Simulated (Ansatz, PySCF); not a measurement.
3-methylsulfanylbuta-1,2-diene (C5H8S), SMILES C=C=C(C)SC. Atoms are numbered in the order given.

```xyz
14

C      2.5320     0.0442     1.2817
C      1.4173     0.2494     0.6297
C      0.3107     0.4577    -0.0484
C     -0.1945     1.8199    -0.4270
S     -0.5565    -0.9779    -0.6538
C     -2.2070    -0.7180     0.0412
H      2.5529     0.0102     2.3766
H      3.4806    -0.1083     0.7546
H     -1.1920     2.0065     0.0019
H      0.4827     2.6049    -0.0633
H     -0.2853     1.9001    -1.5216
H     -2.1721    -0.6668     1.1390
H     -2.8013    -1.5945    -0.2536
H     -2.6931     0.1817    -0.3629
```
Charge 0, spin multiplicity 1.

Geometry optimised at PBE0-D3(BJ)/def2-SVP. Other conformers were not sampled.

Two levels are set side by side: PBE-D3(BJ)/def2-SVP (Ansatz, a first-principles code) and PBE0-D3(BJ)/def2-SVP (Ansatz). Each level has its own optimised geometry; the coordinates shown are those of the second. Frequencies come from the Hessian of PySCF at each geometry. Differences are taken from unrounded values.

| quantity | PBE0-D3(BJ) | PBE-D3(BJ) | PBE-D3(BJ) minus PBE0-D3(BJ) |
|---|---|---|---|
| mean bond length (Å) | 1.270 | 1.279 | 0.010 |
| bond C1–C2 (Å) | 1.308 | 1.317 | 0.009 |
| bond C2–C3 (Å) | 1.314 | 1.325 | 0.010 |
| bond C3–C4 (Å) | 1.501 | 1.509 | 0.008 |
| bond C3–S5 (Å) | 1.783 | 1.796 | 0.013 |
| bond S5–C6 (Å) | 1.810 | 1.826 | 0.016 |
| bond C1–H7 (Å) | 1.096 | 1.105 | 0.009 |
| bond C1–H8 (Å) | 1.096 | 1.105 | 0.009 |
| bond C4–H9 (Å) | 1.102 | 1.110 | 0.009 |
| bond C4–H10 (Å) | 1.099 | 1.107 | 0.008 |
| bond C4–H11 (Å) | 1.101 | 1.110 | 0.009 |
| bond C6–H12 (Å) | 1.100 | 1.108 | 0.008 |
| bond C6–H13 (Å) | 1.099 | 1.107 | 0.008 |
| bond C6–H14 (Å) | 1.100 | 1.108 | 0.008 |
| highest harmonic wavenumber (cm⁻¹) | 3232 | 3125 | -107 |
| mean harmonic wavenumber (cm⁻¹) | 1381 | 1333 | -48 |
| zero-point energy (kcal/mol) | 71.05 | 68.60 | -2.45 |

GGA bonds tend to be longer and softer than those of functionals with exact exchange. Differences between two approximate levels are no errors against the true value.
